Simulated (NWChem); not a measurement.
ZnSH, doublet; SMILES [Zn][SH]

```xyz
3

Zn    -0.0123     0.8136     0.0000
S     -0.0574    -1.4273     0.0000
H      1.2883    -1.5727     0.0000
```
Atoms are numbered in this order, from 1.

In the optimisation the excess spin sits in a' (Cs, its own frame). Coordinates come from a B3LYP/6-31G* (spherical d), spin-unrestricted optimisation. This spin state was assumed; another may lie lower. No stability test was run on the SCF state.

Symmetry labels are those of Cs in the frame above (b1 and b2, or b-type labels, depend on it).

### Question
List the 4 lowest vertical excitations from BHandHLYP/def2-SVP, spin-unrestricted, TDA (NWChem).

### Answer
```
state    energy (eV)  oscillator strength  symmetry of the excitation  <S²>
-------  -----------  -------------------  --------------------------  ----
state 1         2.43                0.002                          a"  0.80
state 2         4.16                0.126                          a'  0.79
state 3         4.71                0.068                          a'  0.78
state 4         5.14                0.083                          a"  0.77
```
